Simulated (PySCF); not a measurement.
# Vertical excitation energies

C₄H₅ClF₂.
Z-matrix (Å and degrees, PBE0-D3(BJ)/def2-SVP geometry), rows numbered from 1:
```
F 
C   1  1.3714
C   2  1.4999  1  108.68
C   3  1.3334  2  127.60  1  -169.22
Cl  4  1.7385  3  120.98  2  -179.72
C   4  1.4974  3  128.15  2     0.27
F   6  1.3689  4  111.42  3    -4.21
H   2  1.1039  1  108.59  3   120.98
H   2  1.1006  1  108.92  3  -122.14
H   3  1.0940  2  114.34  1    11.93
H   6  1.1040  4  109.42  3  -125.04
H   6  1.1045  4  109.75  3   116.76
```

Theory: PySCF, TDDFT wB97X-D/def2-SVPD, vertical, gas phase, core orbitals frozen in the response.

Question: What does the calculation give for the low-lying excited states?

Answer: 

| state | E (eV) | E (hartree) | f | \|μ\| (D) | main configurations (H = HOMO, L = LUMO) |
| --- | --- | --- | --- | --- | --- |
| S1 | 6.37 | 0.2343 | 0.0016 | 0.26 | H→L+1 (82%) |
| S2 | 6.62 | 0.2433 | 0.371 | 3.85 | H→L (96%) |
| S3 | 7.46 | 0.2743 | 0.0030 | 0.33 | H→L+2 (80%) |
| S4 | 7.61 | 0.2798 | 0.0002 | 0.09 | H-1→L (98%) |
| S5 | 8.05 | 0.2957 | 0.0005 | 0.13 | H→L+3 (64%), H→L+4 (22%) |
| S6 | 8.09 | 0.2971 | 0.0021 | 0.26 | H-1→L+1 (75%), H-1→L+2 (13%) |

The lowest singlet comes at 194 nm (615 kJ/mol) in the vacuum ultraviolet; it is very weak; its leading configuration is HOMO→LUMO+1 (82%). The most intense listed level is S2 at 6.62 eV (187 nm, f = 0.371), 0.25 eV above S1. Löwdin shares by element: HOMO carbon 61% or more, chlorine 23% (atoms not listed hold the other 15%); LUMO carbon 69% or more, chlorine 9% (atoms not listed hold the other 22%). The listed states span 1.71 eV, and the widest gap between neighbours is 0.84 eV (S2 to S3). Of the 6 states listed, 1 reaches f = 0.01 and 1 stays under 0.0005. The oscillator strengths of these states sum to 0.379; summed over the whole spectrum of an exact calculation they would give the number of electrons, 64 (Thomas–Reiche–Kuhn). The window holds the lowest 6 singlets.

One conformer stands for the species.
